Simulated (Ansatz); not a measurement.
C2H8GeO can be A, `CC[O][GeH3]`, or B, `C[O][GeH2][CH3]`.

Computed with Ansatz on PBE0-D4/def2-TZVP structures; ΔE is electronic, products minus reactants. CCSD(T)/CBS adds triple-zeta CCSD(T) − MP2 to the extrapolated MP2 energy (def2 sets, frozen cores). Functionals use def2-TZVPP. For Ge outer-core shells are correlated without core-valence functions, which leaves a few kJ/mol of doubt a bond. Scalar relativity is left out up to krypton. Each species was taken in one conformer, which may not be the lowest.

A:

```xyz
12

C    -0.345    1.682    0.931
C    -0.500    0.457    0.063
O     0.690   -0.300    0.121
Ge    0.766   -1.809   -0.817
H     0.491    2.292    0.583
H    -1.253    2.288    0.905
H    -0.149    1.393    1.966
H    -0.716    0.758   -0.974
H    -1.356   -0.141    0.409
H    -0.347   -2.759   -0.331
H     2.162   -2.375   -0.544
H     0.556   -1.485   -2.310
```

B:

Z-matrix (Å, degrees):
```
C
O 1 1.404
H 1 1.093 2 108.3
H 1 1.099 2 112.2 3 -119.1
H 1 1.099 2 112.2 3 119.1
Ge 2 1.784 1 118.3 3 -179.9
C 6 1.936 2 105.0 1 179.6
H 6 1.546 2 108.1 1 -59.4
H 6 1.546 2 108.1 1 58.6
H 7 1.090 6 109.7 2 59.9
H 7 1.090 6 109.7 2 -59.8
H 7 1.091 6 110.6 2 -180.0
```

Problem. Which is lower in electronic energy at CCSD(T)/CBS, and by how much? (Estimate.)

Solution. Computed: B, by 6.4 kcal/mol.

Problem. Give E(B) − E(A) in kcal/mol with CCSD/def2-TZVPP, MP2/def2-TZVPP, CCSD(T)/def2-SVP, ωB97M-V, B2PLYP, PBE0-D4, HF/def2-TZVPP. (Estimate.)

Solution. Ansatz gave: CCSD/def2-TZVPP -6.1, MP2/def2-TZVPP -6.8, CCSD(T)/def2-SVP -2.6, ωB97M-V -5.9, B2PLYP -6.0, PBE0-D4 -5.8, HF/def2-TZVPP -5.0. None reverses the order clearly.

Problem. Does the order hold for the free energy at 298.15 K (harmonic terms from PBE0-D4)? (Best estimate.)

Solution. The calculation gave: Yes: G(B) − G(A) = -6.4 kcal/mol, for one conformer each. Modes under 60 cm⁻¹, often nearly free rotors, make the harmonic entropy too high.

Largest T1 diagnostic: 0.011.

At CCSD(T), def2-SVP lies +3.8 kcal/mol from the extrapolated value and def2-TZVPP +0.2 kcal/mol. Leaving LDA and LC-ωPBE aside and taking each functional with its dispersion term where it has one, the values, not all of them listed here, spread over 1.2 kcal/mol, from PBE-QIDH to B97M-V. LDA lies +1.5 kcal/mol from PBE without D4.
